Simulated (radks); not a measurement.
Ionisation of neutral argon, [Ar], to [Ne] 3s2 3p5 as the strength of local exchange is varied. Calculated with a radial shooting solver on a logarithmic mesh with Libxc functionals: non-relativistic Kohn-Sham, Slater X-alpha exchange (alpha = 2/3 is LDA exchange), no correlation, spin-polarised, spherical densities, point nucleus.

\begin{tabular}{lrrrrr}
alpha & E(Ar) (hartree) & exchange (hartree) & IE (eV) & -e of the level emptied (eV) & <r> of it (bohr) \\ \hline
0.567 & -520.37949 & -23.45857 & 13.138 & 7.845 (3p) & 1.723 \\
0.611 & -522.20271 & -25.35705 & 13.726 & 8.383 (3p) & 1.704 \\
0.667 & -524.53131 & -27.78941 & 14.492 & 9.087 (3p) & 1.682 \\
0.683 & -525.19830 & -28.48768 & 14.714 & 9.293 (3p) & 1.675 \\
0.825 & -531.15023 & -34.74917 & 16.751 & 11.191 (3p) & 1.622 \\
0.934 & -535.75847 & -39.63378 & 18.394 & 12.740 (3p) & 1.585 \\
\end{tabular}

NIST Atomic Spectra Database: 15.760 eV (measured). The Delta-SCF value meets it near alpha = 0.76. Open shells are spherical and high-spin; term and fine-structure splittings are not resolved.
